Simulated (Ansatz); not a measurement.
Geometry optimisation, Ansatz 0.2.0, RKS B3LYP-D4/def2-SVP.

Input file:

```yaml
crystal:
  periodic: [false, false, false]
  atoms:
    - { symbol: Al, position_ang: [-0.085797, -0.177121, -0.165736] }
    - { symbol: H, position_ang: [-0.106136, -0.524218, 1.365009] }
    - { symbol: "N", position_ang: [1.510411, 0.052983, -0.927825] }
    - { symbol: H, position_ang: [2.382567, -0.273497, -0.518962] }
    - { symbol: H, position_ang: [1.669971, 0.371279, -1.879022] }
    - { symbol: "N", position_ang: [-1.596835, -0.119895, -1.092556] }
    - { symbol: H, position_ang: [-2.518133, -0.103289, -0.666177] }
    - { symbol: H, position_ang: [-1.679642, 0.035405, -2.092682] }
    - { symbol: O, position_ang: [0.037607, 2.158135, 1.663774] }
    - { symbol: H, position_ang: [0.97073, 2.321776, 1.458933] }
    - { symbol: H, position_ang: [0.047456, 1.226441, 1.992945] }
basis:
  gaussian: { orbitals: def2-SVP }
hamiltonian:
  xc: b3lyp
  dispersion: d4
relax:
  f_tol: 0.03
  max_steps: 50
```

Run as:

```bash
$ ansatz run input.yaml --threads 2 --pin off --max-ram 3072MiB --backend cpu --events-out ev --progress --plain --runs-dir out
```

Q: Where does it end, and by what steps?

A: The forces met the threshold. The force dipped under the threshold on the way, but the program's further checks kept it going. After 16 steps the energy has fallen by 0.620 eV; H10 moved furthest, 1.07 Å. Joined: Al1–O9 (2.97 → 2.04 Å).

```json
{"step": "0", "energy less start (eV)": "0.0000", "largest force component (eV/Å)": "0.854", "accepted": "yes"}
{"step": "1", "energy less start (eV)": "-0.0300", "largest force component (eV/Å)": "1.743", "accepted": "yes"}
{"step": "2", "energy less start (eV)": "-0.1555", "largest force component (eV/Å)": "1.721", "accepted": "yes"}
{"step": "3", "energy less start (eV)": "-0.3486", "largest force component (eV/Å)": "1.358", "accepted": "yes"}
{"step": "4", "energy less start (eV)": "-0.4414", "largest force component (eV/Å)": "0.598", "accepted": "yes"}
{"step": "5", "energy less start (eV)": "-0.4917", "largest force component (eV/Å)": "0.559", "accepted": "yes"}
{"step": "6", "energy less start (eV)": "-0.5307", "largest force component (eV/Å)": "0.633", "accepted": "yes"}
{"step": "7", "energy less start (eV)": "-0.5771", "largest force component (eV/Å)": "0.729", "accepted": "yes"}
{"step": "8", "energy less start (eV)": "-0.6100", "largest force component (eV/Å)": "0.392", "accepted": "yes"}
{"step": "9", "energy less start (eV)": "-0.6147", "largest force component (eV/Å)": "0.250", "accepted": "yes"}
{"step": "10", "energy less start (eV)": "-0.6179", "largest force component (eV/Å)": "0.138", "accepted": "yes"}
{"step": "11", "energy less start (eV)": "-0.6168", "largest force component (eV/Å)": "0.222", "accepted": "no"}
{"step": "12", "energy less start (eV)": "-0.6192", "largest force component (eV/Å)": "0.013", "accepted": "yes"}
{"step": "13", "energy less start (eV)": "-0.6198", "largest force component (eV/Å)": "0.032", "accepted": "yes"}
{"step": "14", "energy less start (eV)": "-0.6196", "largest force component (eV/Å)": "0.039", "accepted": "no"}
{"step": "15", "energy less start (eV)": "-0.6200", "largest force component (eV/Å)": "0.006", "accepted": "yes"}
{"step": "16", "energy less start (eV)": "-0.6202", "largest force component (eV/Å)": "0.024", "accepted": "yes"}
```

```xyz
11
Properties=species:S:1:pos:R:3
Al -0.182 -0.054 0.137
H -0.183 -1.073 1.360
N 1.482 0.411 -0.576
H 2.288 -0.173 -0.358
H 1.563 0.665 -1.561
N -1.575 -0.009 -0.982
H -2.522 -0.282 -0.736
H -1.575 0.407 -1.909
O 0.092 1.723 1.100
H 0.977 1.675 0.612
H 0.266 1.680 2.052
```

Whether the end is a true minimum wasn't checked by a vibrational analysis.

Run time: 35 s on 2 threads of Arm Neoverse V1 (shared host), peak memory 0.17 GiB.
